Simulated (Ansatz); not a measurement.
C2H5FGe can be A, `F[CH]1[CH2][GeH2]1`, or B, `F/C=[CH]/[GeH3]`.

Program: Ansatz. Geometries: PBE0-D4/def2-TZVP. ΔE: electronic, gas phase. CBS: MP2 limit from def2 TZ/QZ plus the TZ coupled-cluster correction, frozen cores. DFT in def2-TZVPP. B3LYP here is the variant with VWN-RPA as its local correlation; programs differ in this. For Ge outer-core shells are correlated without core-valence functions, which leaves a few kJ/mol of doubt a bond. Scalar relativity is left out up to krypton.

A:

```xyz
9

F     1.2348    0.8894    1.3932
C     0.8551    0.3906    0.1774
C    -0.5276    0.7598   -0.2929
Ge   -0.3170   -1.1643    0.0088
H     1.6575    0.4939   -0.5490
H    -1.1417    1.2389    0.4639
H    -0.6338    1.1974   -1.2798
H    -0.1225   -2.1026   -1.1750
H    -1.0047   -1.7031    1.2534
```

B:

```xyz
9

F     0.6733   -2.5990   -0.6829
C     0.4355   -1.4507   -0.0389
C    -0.0030   -0.3679   -0.6530
Ge   -0.3302    1.2674    0.3209
H     0.6500   -1.5411    1.0215
H    -0.1759   -0.4183   -1.7239
H     0.5561    2.3991   -0.2245
H    -1.8022    1.6870    0.1777
H    -0.0036    1.0236    1.8030
```

Which is lower in electronic energy at CCSD(T)/CBS, and by how much? (An estimate is asked.)

The calculation gave: B, by 16.4 kcal/mol.

Give E(B) − E(A) in kcal/mol with PBE0-D4, CCSD(T)/def2-TZVPP, ωB97M-V, B3LYP, r2SCAN-D4, B3LYP-D4, MP2/def2-TZVPP. (Best estimate.)

Computed: PBE0-D4 -14.9, CCSD(T)/def2-TZVPP -18.2, ωB97M-V -17.1, B3LYP -19.2, r2SCAN-D4 -15.9, B3LYP-D4 -19.0, MP2/def2-TZVPP -16.2. None reverses the order clearly.

Largest T1 diagnostic: 0.012.

In def2-TZVPP, CCSD(T) changes the Hartree–Fock value by +8.0 kcal/mol (the triples alone add +0.6 kcal/mol) and MP2 by +9.9 kcal/mol.
